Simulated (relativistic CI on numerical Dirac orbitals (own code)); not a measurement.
# Radial parameters of Ga VIII

Computed by Dirac-Coulomb-Breit CI, KLI orbitals optimised for each configuration, model QED, unscaled Slater integrals (own radial code, finite nucleus).

Slater integrals F^k, G^k are unscaled and averaged over j, outside the closed core [Ne]; ζ comes from projecting the Hamiltonian with its Breit term on Σ l·s of the shell.

- 3s²3p⁶3d⁶: F^2(3d,3d) = 149930, F^4(3d,3d) = 94894, ζ(3d) = 1762.7 cm⁻¹; <r>(3d) = 0.6499, <r^2>(3d) = 0.5096 (bohr units).
- 3s²3p⁵3d⁷: ζ(3p) = 21230, F^2(3d,3d) = 149640, F^4(3d,3d) = 94697, F^2(3p,3d) = 149070, G^1(3p,3d) = 179410, G^3(3p,3d) = 112150, ζ(3d) = 1722 cm⁻¹; <r>(3p) = 0.64, <r^2>(3p) = 0.4765, <r>(3d) = 0.651, <r^2>(3d) = 0.5115 (bohr units).
- 3s²3p⁶3d⁵4s: F^2(3d,3d) = 154770, F^4(3d,3d) = 98150, ζ(3d) = 1872.5, G^2(3d,4s) = 16152 cm⁻¹; <r>(3d) = 0.6327, <r^2>(3d) = 0.4816, <r>(4s) = 1.492, <r^2>(4s) = 2.498 (bohr units).

(1) Give the Racah parameters of the d shell in 3s²3p⁶3d⁶.

Averages of the first 10 configurations, taken without configuration mixing, which lowers the lowest level and can move excited configurations by several eV; other configurations of the list can lie among them:

| Configuration | Parity | States | Average energy above the lowest level (eV) |
| --- | --- | --- | --- |
| 3s²3p⁶3d⁶ | even | 210 | 8.1 |
| 3s²3p⁵3d⁷ | odd | 720 | 97.2 |
| 3s²3p⁶3d⁵4s | even | 504 | 70.0 |
| 3s²3p⁴3d⁸ | even | 675 | 188.2 |
| 3s²3p⁶3d⁵4p | odd | 1512 | 84.7 |
| 3s3p⁶3d⁷ | even | 240 | 154.5 |
| 3s²3p⁶3d⁴4s² | even | 210 | 142.0 |
| 3s²3p⁶3d⁵4d | even | 2520 | 107.1 |
| 3s²3p⁶3d⁴4s4p | odd | 2520 | 155.4 |
| 3s²3p⁶3d⁴4p² | even | 3150 | 171.9 |

Results:

(1) B = F²/49 − 5F⁴/441 = 1984 cm⁻¹ and C = 35F⁴/441 = 7531 cm⁻¹.
